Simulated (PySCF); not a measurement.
# Electron correlation in Ru(2+) (ruthenium, charge +2)

[Kr] 4d5 5s1, high-spin 7S determinant (an excited configuration). Calculation: PySCF 2.14, in aug-cc-pVTZ-DK (9s8p6d3f2g, 102 functions); the spin-free X2C one-electron Hamiltonian (Gaussian nucleus). Frozen: [Kr]; 6 electrons correlated.

| level | correlation energy (mhartree) |
| --- | --- |
| CCSD | -88.20 |
| (T) | -1.35 |
| CCSD(T) | -89.55 |

Diagnostics: T1 = 0.0044, D1 = 0.0150, largest double amplitude 0.022.

Cost of the coupled-cluster step: of the order of 17 core-seconds, for 6 correlated electrons.

Iterations:

```
CC2 = 0
CCSD nocc = (np.int64(6), np.int64(0)), nmo = (84, 84)
frozen orbitals [[0, 1, 2, 3, 4, 5, 6, 7, 8, 9, 10, 11, 12, 13, 14, 15, 16, 17], [0, 1, 2, 3, 4, 5, 6, 7, 8, 9, 10, 11, 12, 13, 14, 15, 16, 17]]
max_cycle = 100
direct = 0
conv_tol = 1e-08
conv_tol_normt = 1e-06
diis_space = 8
diis_start_cycle = 0
Init t2, MP2 energy = -0.0812515713933882
Init E_corr(UCCSD) = -0.0812515714017488
cycle = 1  E_corr(UCCSD) = -0.0874246183062956  dE = -0.0061730469  norm(t1,t2) = 0.0169258
cycle = 2  E_corr(UCCSD) = -0.0880543673670686  dE = -0.000629749061  norm(t1,t2) = 0.00439018
cycle = 3  E_corr(UCCSD) = -0.0882115646069326  dE = -0.00015719724  norm(t1,t2) = 0.00147908
cycle = 4  E_corr(UCCSD) = -0.0881993602970179  dE = 1.22043099e-05  norm(t1,t2) = 7.60979e-05
cycle = 5  E_corr(UCCSD) = -0.0881995540822595  dE = -1.93785242e-07  norm(t1,t2) = 6.9175e-06
cycle = 6  E_corr(UCCSD) = -0.0881995449006751  dE = 9.18158434e-09  norm(t1,t2) = 5.17455e-07
UCCSD converged
E(UCCSD) = -4527.072109413858  E_corr = -0.08819954490067512
UCCSD(T) correction = -0.00135313096615684
```
